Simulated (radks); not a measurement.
Results of a calculation; reference values are marked as such.
Question: Radial electron density D(r) = 4 pi r^2 rho(r) of an atom or ion with 22 electrons. Code: a radial shooting solver on a logarithmic mesh with Libxc functionals. Model: non-relativistic Kohn-Sham, r2SCAN, spin-polarised, spherical densities, point nucleus; meta-GGA in the generalised Kohn-Sham scheme.

| r (bohr) | D(r) (e/bohr) | spin D(r) |
|---|---|---|
| 0.002282 | 0.4223 | 0.000194 |
| 0.002657 | 0.5630 | 0.000259 |
| 0.003093 | 0.7485 | 0.000344 |
| 0.003601 | 0.9921 | 0.000456 |
| 0.004192 | 1.310 | 0.000602 |
| 0.00488 | 1.723 | 0.000790 |
| 0.005681 | 2.254 | 0.00103 |
| 0.006613 | 2.932 | 0.00134 |
| 0.007699 | 3.788 | 0.00173 |
| 0.008963 | 4.857 | 0.00221 |
| 0.01043 | 6.171 | 0.00280 |
| 0.01215 | 7.758 | 0.00349 |
| 0.01414 | 9.635 | 0.00430 |
| 0.01646 | 11.80 | 0.00520 |
| 0.01916 | 14.21 | 0.00615 |
| 0.02231 | 16.79 | 0.00709 |
| 0.02618 | 19.54 | 0.00794 |
| 0.03048 | 22.00 | 0.00845 |
| 0.03548 | 24.06 | 0.00848 |
| 0.04131 | 25.47 | 0.00784 |
| 0.04809 | 26.02 | 0.00635 |
| 0.05598 | 25.62 | 0.00398 |
| 0.06518 | 24.34 | 0.000918 |
| 0.07587 | 22.52 | -0.00232 |
| 0.08833 | 20.71 | -0.00477 |
| 0.1028 | 19.57 | -0.00508 |
| 0.1197 | 19.66 | -0.00163 |
| 0.1394 | 21.17 | 0.00712 |
| 0.1622 | 23.74 | 0.0226 |
| 0.1889 | 26.40 | 0.0456 |
| 0.2199 | 27.91 | 0.0772 |
| 0.256 | 27.23 | 0.120 |
| 0.298 | 24.04 | 0.181 |
| 0.3469 | 19.03 | 0.271 |
| 0.4039 | 13.69 | 0.400 |
| 0.4702 | 9.671 | 0.577 |
| 0.5473 | 7.939 | 0.793 |
| 0.6372 | 8.292 | 1.02 |
| 0.7418 | 9.569 | 1.21 |
| 0.8636 | 10.33 | 1.31 |
| 1.005 | 9.778 | 1.30 |
| 1.17 | 8.017 | 1.20 |
| 1.363 | 5.722 | 1.06 |
| 1.586 | 3.628 | 0.935 |
| 1.847 | 2.143 | 0.838 |
| 2.15 | 1.288 | 0.766 |
| 2.503 | 0.8594 | 0.690 |
| 2.913 | 0.6291 | 0.585 |
| 3.419 | 0.4490 | 0.441 |
| 3.98 | 0.3002 | 0.299 |
| 4.634 | 0.1877 | 0.188 |
| 5.394 | 0.1265 | 0.127 |
| 6.28 | 0.1072 | 0.107 |
| 7.311 | 0.1079 | 0.108 |
| 8.511 | 0.1101 | 0.110 |
| 9.908 | 0.1031 | 0.103 |
| 11.53 | 0.08392 | 0.0839 |
| 13.43 | 0.05679 | 0.0568 |
| 15.63 | 0.03049 | 0.0305 |
| 18.2 | 0.01243 | 0.0124 |
| 21.19 | 0.003723 | 0.00372 |
| 24.66 | 0.0008055 | 0.000806 |
| 28.71 | 0.0001250 | 0.000125 |

What is the nuclear charge?

Answer: Z = 22. The innermost maximum, from 1s, lies near 1/Z = 0.0455 bohr (found: 0.0489), and its height grows with Z. The density is that of neutral titanium in [Ar] 3d2 4s1 4d1; the configuration itself is not fixed sharply by these data, and Z only to about a unit. D(r) has 4 maxima, at r = 0.0489, 0.227, 0.878, 8.38 bohr, and minima at 0.110, 0.570, 6.64 bohr, inside which lie 2.13, 10.43, 21.18 electrons.
